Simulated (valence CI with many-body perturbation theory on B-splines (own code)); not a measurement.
## Level structure of Pr27+

Computed by valence CI with perturbative core correlation (CI+MBPT): four valence electrons over a frozen Dirac-Fock core [Ar] 3d10, radial functions for each j: 11 s, 11 p, 9 d, 7 f, 5 g, 2 h, 1 i, with the one-electron correlation potential Σ1 (screened to all orders), the two-electron term Σ2, the three-electron term Σ3, Breit, model QED; selected single and double excitations, second order for the rest (own B-spline code, finite nucleus).

The last digits are not significant, and no measured levels were compared; by estimate large intervals hold to a few tenths of a per cent, small ones and those within an open d or f shell to about a per cent.

Levels 1 to 45 of 70, with energies above the lowest level, (4s^2 4p1/2^2) J=0. "Leading %" is the weight of the configuration and term that name the level; weights of strongly mixed levels are sums over their largest components and can fall short. In the jj column 3d3/2^4 stands for four electrons in 3d with j = 3/2. Lifetimes count E1, E2, E3, M1 and M2 decay at the calculated energies, and are blank where another channel may lead or the interval is too uncertain; long ones can be off by a factor of two.

```csv
No.,Configuration,Term,J,E (cm⁻¹),Leading %,Lifetime,Second component,Leading jj
1,4s2 4p2,3P,0,0,74,,25 % 4s2 4p2 1S,4s^2 4p1/2^2 (98 %)
2,4s2 4p2,3P,1,198440,99,9.52 μs,,4s^2 4p1/2 4p3/2 (99 %)
3,4s2 4p2,1D,2,222100,58,879 μs,41 % 4s2 4p2 3P,4s^2 4p1/2 4p3/2 (98 %)
4,4s2 4p2,3P,2,438460,58,4.74 μs,41 % 4s2 4p2 1D,4s^2 4p3/2^2 (98 %)
5,4s2 4p2,1S,0,492500,74,2.87 μs,25 % 4s2 4p2 3P,4s^2 4p3/2^2 (97 %)
6,4s 4p3,5S°,2,681870,49,146 ps,35 % 4s 4p3 3P°,4s 4p1/2^2 4p3/2 (89 %)
7,4s 4p3,3D°,1,765130,49,14.9 ps,22 % 4s 4p3 3P°,4s 4p1/2^2 4p3/2 (86 %)
8,4s 4p3,3D°,2,867860,51,81.7 ps,36 % 4s 4p3 5S°,4s 4p1/2 4p3/2^2 (88 %)
9,4s 4p3,3D°,3,912640,93,80.7 ps,5 % 4s2 4p 4d 3D°,4s 4p1/2 4p3/2^2 (93 %)
10,4s 4p3,3P°,0,961210,96,19.5 ps,,4s 4p1/2 4p3/2^2 (96 %)
11,4s 4p3,1D°,2,974040,40,24.8 ps,18 % 4s2 4p 4d 1D°,4s 4p1/2 4p3/2^2 (57 %)
12,4s 4p3,3P°,1,982990,48,10.4 ps,25 % 4s 4p3 3D°,4s 4p1/2 4p3/2^2 (86 %)
13,4s 4p3,3S°,1,1026200,40,4.18 ps,31 % 4s 4p3 1P°,4s 4p1/2 4p3/2^2 (85 %)
14,4s2 4p 4d,3F°,2,1051200,66,12.3 ps,14 % 4s 4p3 1D°,4s^2 4p1/2 4d3/2 (64 %)
15,4s2 4p 4d,3F°,3,1120700,74,11.7 ps,11 % 4s2 4p 4d 3D°,4s^2 4p1/2 4d5/2 (85 %)
16,4s2 4p 4d,3D°,1,1132700,47,2.07 ps,22 % 4s2 4p 4d 1P°,4s^2 4p1/2 4d3/2 (89 %)
17,4s2 4p 4d,3P°,2,1137000,32,4.34 ps,28 % 4s2 4p 4d 3D°,4s^2 4p1/2 4d5/2 (82 %)
18,4s 4p3,3P°,2,1165200,32,12.2 ps,29 % 4s 4p3 1D°,4s 4p3/2^3 (68 %)
19,4s 4p3,1P°,1,1249600,38,3.69 ps,29 % 4s 4p3 3S°,4s 4p3/2^3 (67 %)
20,4s2 4p 4d,3F°,4,1296800,98,10.6 μs,,4s^2 4p3/2 4d5/2 (98 %)
21,4s2 4p 4d,3D°,2,1306500,42,2.45 ps,36 % 4s2 4p 4d 1D°,4s^2 4p3/2 4d3/2 (80 %)
22,4s2 4p 4d,3P°,0,1318800,95,2.88 ps,,4s^2 4p3/2 4d3/2 (95 %)
23,4s2 4p 4d,3D°,3,1324800,50,2.44 ps,24 % 4s2 4p 4d 3F°,4s^2 4p3/2 4d3/2 (70 %)
24,4s2 4p 4d,3P°,1,1339500,61,2.66 ps,19 % 4s2 4p 4d 3D°,4s^2 4p3/2 4d3/2 (68 %)
25,4s2 4p 4d,3P°,2,1367700,43,3.30 ps,23 % 4s2 4p 4d 3D°,4s^2 4p3/2 4d5/2 (73 %)
26,4s2 4p 4d,1F°,3,1413100,65,2.41 ps,32 % 4s2 4p 4d 3D°,4s^2 4p3/2 4d5/2 (77 %)
27,4s2 4p 4d,1P°,1,1437500,71,3.11 ps,13 % 4s2 4p 4d 3D°,4s^2 4p3/2 4d5/2 (82 %)
28,4p4,3P,2,1473700,49,15.9 ps,21 % 4p4 1D,4p1/2^2 4p3/2^2 (70 %)
29,4s 4p2 4d,5F,1,1506100,60,64.0 ps,23 % 4s 4p2 4d 3D,4s 4p1/2^2 4d3/2 (87 %)
30,4s 4p2 4d,5F,2,1530700,42,19.1 ps,18 % 4s 4p2 4d 5D,4s 4p1/2^2 4d3/2 (54 %)
31,4p4,1S,0,1545500,47,8.14 ps,39 % 4p4 3P,4p1/2^2 4p3/2^2 (84 %)
32,4s 4p2 4d,5D,3,1577700,31,15.9 ps,30 % 4s 4p2 4d 5F,4s 4p1/2^2 4d5/2 (79 %)
33,4s 4p2 4d,3F,2,1656000,52,9.01 ps,15 % 4s 4p2 4d 1D,4s 4p1/2^2 4d5/2 (55 %)
34,4s 4p2 4d,5D,1,1663500,33,35.2 ps,26 % 4p4 3P,4s 4p1/2 4p3/2 4d3/2 (66 %)
35,4s 4p2 4d,5D,0,1673500,89,96.9 ps,9 % 4s 4p2 4d 3P,4s 4p1/2 4p3/2 4d3/2 (95 %)
36,4s 4p2 4d,5F,2,1675800,33,28.0 ps,17 % 4s 4p2 4d 5D,4s 4p1/2 4p3/2 4d3/2 (73 %)
37,4s 4p2 4d,5F,3,1687400,48,40.0 ps,29 % 4s 4p2 4d 3F,4s 4p1/2 4p3/2 4d3/2 (83 %)
38,4p4,3P,1,1699100,45,9.93 ps,37 % 4s 4p2 4d 5D,4p1/2 4p3/2^3 (45 %)
39,4p4,1D,2,1701200,33,9.22 ps,24 % 4p4 3P,4p1/2 4p3/2^3 (56 %)
40,4s 4p2 4d,5F,4,1706000,73,504 ps,14 % 4s 4p2 4d 5D,4s 4p1/2 4p3/2 4d5/2 (72 %)
41,4s 4p2 4d,5D,4,1722100,44,328 ps,40 % 4s 4p2 4d 3F,4s 4p1/2 4p3/2 4d3/2 (48 %)
42,4s 4p2 4d,3F,2,1756600,50,10.1 ps,23 % 4s 4p2 4d 5D,4s 4p1/2 4p3/2 4d5/2 (53 %)
43,4s 4p2 4d,5F,5,1757500,62,234 ps,37 % 4s 4p2 4d 3G,4s 4p1/2 4p3/2 4d5/2 (90 %)
44,4s 4p2 4d,5P,3,1763300,50,3.81 ps,27 % 4s 4p2 4d 3F,4s 4p1/2 4p3/2 4d5/2 (56 %)
45,4s 4p2 4d,5P,2,1788000,54,2.45 ps,16 % 4s 4p2 4d 3P,4s 4p1/2 4p3/2 4d3/2 (73 %)
```

The ionisation energy to 4s2 4p 2P°_1/2 of the next ion comes out as 987.1 eV (NIST: 985 ± 4 eV (theoretical)). All 70 levels together are meant to be complete up to 1987200 cm⁻¹.
